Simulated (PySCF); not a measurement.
Assigning NMR signals

Geometry:
| atom | x (Å) | y (Å) | z (Å) |
| --- | --- | --- | --- |
| C1 | 3.744 | -0.567 | 0.893 |
| C2 | 3.121 | 0.412 | 0.242 |
| C3 | 1.871 | 0.241 | -0.440 |
| C4 | 1.025 | 1.044 | -1.105 |
| C5 | 0.010 | -0.040 | -1.356 |
| C6 | -0.940 | -0.269 | -0.188 |
| C7 | -2.242 | 0.291 | 0.082 |
| C8 | -2.791 | 1.183 | -0.742 |
| C9 | -2.921 | -0.190 | 1.331 |
| C10 | -0.093 | -1.092 | 0.450 |
| C11 | 0.984 | -0.987 | -0.598 |
| H12 | 4.679 | -0.410 | 1.402 |
| H13 | 3.330 | -1.561 | 0.938 |
| H14 | 3.545 | 1.408 | 0.204 |
| H15 | 1.006 | 2.093 | -1.338 |
| H16 | -0.348 | -0.217 | -2.364 |
| H17 | -3.758 | 1.616 | -0.550 |
| H18 | -2.284 | 1.514 | -1.632 |
| H19 | -2.312 | 0.050 | 2.201 |
| H20 | -3.041 | -1.271 | 1.297 |
| H21 | -3.898 | 0.272 | 1.444 |
| H22 | -0.101 | -1.605 | 1.393 |
| H23 | 1.407 | -1.889 | -1.025 |

A single conformation, non-relativistic Hamiltonian, fast rotation and ring inversion assumed for equivalent nuclei, gas phase. Shielding tensors at PBE0/pcSseg-1 (GIAO); geometry: GFN2-xTB; PySCF 2.14.0 with density-fitted response routines.

Chemical shifts δ = σref − σ; ¹³C (σ = 186.93 ppm), ¹H (σ = 31.72 ppm) against TMS, all at this level.

**Question.** Assign these signals to the numbered atoms. ¹³C{¹H} NMR (computed): δ 165.6 (C), 164.1 (C), 146.9 (C), 145.0 (CH), 141.1 (CH), 139.2 (CH), 120.8 (CH2), 118.2 (CH2), 47.8 (CH), 45.6 (CH), 21.8 (CH3).

**Answer.** 
165.6 → C6, fully substituted alkene carbon
164.1 → C3, fully substituted alkene carbon: the olefinic region
146.9 → C7, fully substituted alkene carbon
145.0 → C4, alkene CH: as expected for a trigonal carbon in a double bond
141.1 → C10, alkene CH
139.2 → C2, alkene CH
120.8 → C1, terminal =CH2 carbon: as expected for a trigonal carbon in a double bond
118.2 → C8, terminal =CH2 carbon
47.8 → C5, allylic sp3 CH: a saturated carbon with 3 carbon neighbours and no heteroatom attached
45.6 → C11, allylic sp3 CH
21.8 → C9, allylic methyl carbon: saturated and bonded to C and H only

C6 and C3; C7 and C4; C10 and C2 lie closer than the usual error of such a calculation, so a measured spectrum could show them in the other order.

**Question.** Assign these signals to the numbered atoms. ¹H NMR (600 MHz, computed): δ 6.79 (m, 1H), 6.78 (d, 1H), 6.71 (d, 1H), 5.58 (m, 1H), 5.40 (m, 1H), 5.34 (m, 1H), 5.25 (m, 1H), 3.81 (m, 1H), 3.77 (m, 1H), 1.99 (s, 3H).

**Answer.** 
6.79 → H14, hydrogen on an alkene CH: a vinylic proton, deshielded by the sp2 carbon and the C=C anisotropy
6.78 → H15, hydrogen on an alkene CH
6.71 → H22, hydrogen on an alkene CH
5.58 → H13, hydrogen on a terminal =CH2 carbon: a vinylic proton, deshielded by the sp2 carbon and the C=C anisotropy
5.40 → H12, hydrogen on a terminal =CH2 carbon
5.34 → H18, hydrogen on a terminal =CH2 carbon
5.25 → H17, hydrogen on a terminal =CH2 carbon
3.81 → H16, hydrogen on an allylic sp3 CH
3.77 → H23, hydrogen on an allylic sp3 CH
1.99 → H19/H20/H21, hydrogen on an allylic methyl carbon: allylic position

H14 and H15; H15 and H22; H12 and H18; H18 and H17; H16 and H23 lie closer than the usual error of such a calculation, so a measured spectrum could show them in the other order.

Shifts are as computed. Against solution values, carbons near 30 ppm lie about +3 ppm off and those near 130 ppm about +5 ppm. Of 1211 compounds with measured shifts, 218 miss one by over three times the rms of a fit or turn the order of signals round; such compounds aren't used in these exercises. Multiplicities follow the n + 1 count of equivalent neighbours, as no J values were calculated; m marks all less simple cases, F and P coupling included.
